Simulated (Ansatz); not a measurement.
Geometry optimisation, RHF/6-31G* (Ansatz).

The input (input.yaml):

```yaml
crystal:
  periodic: [false, false, false]
  atoms:
    - { symbol: Al, position_ang: [0.0, 0.0, 0.0] }
    - { symbol: O, position_ang: [0.0, 0.0, 2.13] }
    - { symbol: H, position_ang: [-0.9095, -0.2814, 2.4671] }
    - { symbol: F, position_ang: [1.4635, 0.0, -0.845] }
    - { symbol: F, position_ang: [-1.4635, 0.0, -0.845] }
    - { symbol: Si, position_ang: [0.1174, 2.4836, 0.8261] }
    - { symbol: H, position_ang: [0.6937, 2.5244, 2.167] }
    - { symbol: H, position_ang: [0.9517, 3.2614, -0.0852] }
    - { symbol: H, position_ang: [-1.2275, 3.0508, 0.8577] }
    - { symbol: H, position_ang: [0.0594, 1.257, 1.9764] }
basis:
  gaussian: { orbitals: "6-31G*" }
hamiltonian:
  xc: hf
relax:
  f_tol: 0.15
  max_steps: 25
  restrain:
    - { distance: [0, 5], at: 2.32, k: 30.0 }
    - { distance: [9, 1], at: 1.01, k: 30.0 }
    - { distance: [0, 1], at: 2.98, k: 30.0 }
    - { distance: [9, 5], at: 2.66, k: 30.0 }
```

Command:

```bash
$ ansatz run input.yaml --threads 1 --pin off --max-ram 2048MiB --backend cpu --events-out ev --progress --plain --runs-dir out
```

Task: Where does it end, and by what steps?

Result: The run converged. The restraints hold the end off the free minimum. After 14 steps the energy has fallen by 3.250 eV (the restraints' own energy left out); H10 moved furthest, 0.81 Å. Parted: Al1–O2 (2.13 → 2.96 Å). Joined: O2–H10 (1.27 → 0.97 Å).

```csv
step,energy less start (eV),largest force component (eV/Å),accepted
0,0.0000,4.813,yes
1,-1.2671,4.998,yes
2,-2.0246,3.035,yes
3,-2.5238,3.217,yes
4,-2.9748,2.925,yes
5,-3.1463,1.739,yes
6,-3.1882,1.519,yes
7,-3.1820,2.050,no
8,-3.2131,1.459,yes
9,-3.2276,1.403,yes
10,-3.2362,1.426,yes
11,-3.2398,1.425,yes
12,-3.2381,1.505,yes
13,-3.2383,1.497,yes
14,-3.2504,1.291,yes
```

```xyz
10
Properties=species:S:1:pos:R:3
Al 0.153 0.481 -0.500
O -0.290 -0.014 2.389
H -1.178 -0.161 2.685
F 1.517 -0.336 -0.895
F -1.247 -0.170 -1.052
Si 0.193 2.556 0.612
H 1.158 2.502 1.736
H 0.560 3.720 -0.223
H -1.131 2.837 1.217
H -0.051 0.881 2.681
```

The run took 40 s on 1 thread of Arm Neoverse V1 (shared host), peak memory 0.17 GiB.
